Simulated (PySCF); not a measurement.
# Dipole moment and polarisability of `C[C@H]1[SiH2][Si@@H](N)[SiH2]1`

Compound: C2H11NSi3.
Numbering: `[CH3:1][C@H:2]1[SiH2:3][Si@@H:4]([NH2:5])[SiH2:6]1` (hydrogens: H7, H8, H9 on C1; H10 on C2; H11, H12 on Si3; H13 on Si4; H14, H15 on N5; H16, H17 on Si6)

Cartesian coordinates in Å at the GFN2-xTB level; atoms count from 1:
```xyz
17
C2H11NSi3 angstrom
C     -2.2025   -0.4027    0.8224
C     -1.1749    0.4831    0.1268
Si     0.3744    0.9435    1.2064
Si     1.6805    0.4240   -0.6772
N      2.8938   -0.8137   -0.6964
Si    -0.3947   -0.2777   -1.4824
H     -3.0387   -0.6296    0.1612
H     -1.7529   -1.3458    1.1285
H     -2.6020    0.0819    1.7130
H     -1.6913    1.4103   -0.1473
H      0.2601    2.2982    1.7685
H      0.4400    0.0691    2.3907
H      2.4146    1.5345   -1.3064
H      3.8290   -0.5898   -0.3962
H      2.6527   -1.7378   -0.3771
H     -0.9994    0.2812   -2.7000
H     -0.6957   -1.7168   -1.5444
```

Level: B3LYP/def2-SVPD (PySCF), static field, nuclei fixed, core orbitals frozen in the response. The polarisability tensor in these axes (au):

```
x   129.02   3.43  -4.00
y     3.43 102.90  10.65
z    -4.00  10.65 122.50
```

Question: Give the principal values, the mean and the anisotropy Δα = √{½[(α1 − α2)² + (α2 − α3)² + (α1 − α3)²]}.

Answer: Principal values 97.51, 125.86 and 131.05 au; mean 118.14 au = 17.51 Å³ = 19.48 × 10⁻⁴⁰ C²·m²/J; Δα = 31.27 au (26 % of the mean).

Question: What is the dipole moment, and where does it point?

Answer: (0.60, -0.44, 0.59) D, 0.95 D in size, pointing from the negative to the positive side. Measured along this direction, the outermost atoms are H16 at the negative end and H14 at the positive end.

Question: Traceless (Buckingham) quadrupole moment about the centre of nuclear charge: eigenvalues?

Answer: -7.66, -0.33, 7.99 D·Å. The values depend on the origin, since the dipole doesn't vanish. The electronic extent ⟨r²⟩ about the same centre is 1255 bohr², a root-mean-square distance of 2.21 Å for the 72 electrons.

Question: Estimate the molar refractivity from the static electronic polarisability.

Answer: Lorentz–Lorenz: R = (4π/3)N_A α = 2.5225 cm³/(mol·Å³) × 17.51 Å³ = 44.2 cm³/mol, in the limit of long wavelengths.

Question: Find the Langevin capture rate constant for O2+ (31.990 u) meeting this molecule (133.020 u), k = 2.342 × 10⁻⁹ cm³/s × √(α in Å³ / reduced mass in u).

Answer: The reduced mass is 25.79 u, so k = 1.93 × 10⁻⁹ cm³/s. The formula leaves out the permanent dipole, which adds to the capture rate.

Question: What would n − 1 = 2πNα be for an ideal gas of these molecules at 400 K and 1 atm, electronic part alone?

Answer: N = p/kT = 1.8347 × 10¹⁹ cm⁻³, so n − 1 = 2π × N × 17.51 × 10⁻²⁴ cm³ = 2018 × 10⁻⁶ at long wavelengths, for an ideal gas.

Question: In TDDFT the mean static polarisability is Σ f/ω² over all singlet excitations (ω in hartree). How much of it do the 8 lowest give? Their energies (eV) and oscillator strengths: 4.25, 0.0048; 5.08, 0.0521; 5.29, 0.0228; 5.41, 0.0062; 5.94, 0.0027; 6.02, 0.0026; 6.12, 0.0243; 6.21, 0.0092.

Answer: They add up to 3.22 au, 2.7 % of the 118.14 au; the largest single term is 1.50 au, from the state at 5.08 eV. Terms in order: 0.20, 1.50, 0.60, 0.16, 0.06, 0.05, 0.48, 0.18 au. Higher excitations give the rest. The strengths listed sum to 0.125.

One conformer (not necessarily the lowest) at the GFN2-xTB geometry, without solvent, vibrations or thermal averaging.
